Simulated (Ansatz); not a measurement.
A made-up structure of SnSiH4F (charge +1), singlet:

F1  (-2.137, -0.453, 0.320)
Si2  (-0.984, -0.191, -0.723)
Sn3  (1.136, 0.222, 0.771)
H4  (-0.660, -1.389, -1.521)
H5  (2.127, -1.150, 0.932)
H6  (1.134, 0.192, 2.470)
H7  (2.686, 0.554, 0.154)
(Å)

It is relaxed with PBE-D4/def2-SVP and then PBE0-D4/def2-TZVP (Ansatz 0.2.0). Atoms count as bonded within 1.22 times the sum of their covalent radii (H–H: 0.88 Å). The end point is not checked to be a true minimum.

**Question.** Does its bonding change? (A judgement: the text doesn't fix the answer.)

**Answer.** By the calculation: No: no bond forms or breaks.

Where it ends: The first stage lowers the energy by 2.44 eV in 8 steps. It ends as SnSiH₄F ([F][SiH][SnH3]), total charge +1:
| atom | x (Å) | y (Å) | z (Å) |
| --- | --- | --- | --- |
| F1 | -2.0445 | -0.2236 | 0.2114 |
| Si2 | -0.6661 | -0.5814 | -0.4241 |
| Sn3 | 1.5371 | -0.1025 | 0.9871 |
| H4 | -0.9193 | -1.1495 | -1.7741 |
| H5 | 2.2004 | -1.6568 | 1.0291 |
| H6 | 0.8835 | 0.5046 | 2.4181 |
| H7 | 2.3085 | 0.9932 | -0.0438 |

Labels in which every atom is bracketed show which atoms are joined, not bond orders.

For scale, one of the runs: PBE0-D4/def2-TZVP relaxation, 142 basis functions, launched by `ansatz run in.yaml --threads 2 --pin off --events-out ev --progress --plain --max-ram 4352MiB`. The run took about 56 s on 2 CPU threads of an Intel Xeon (shared host).
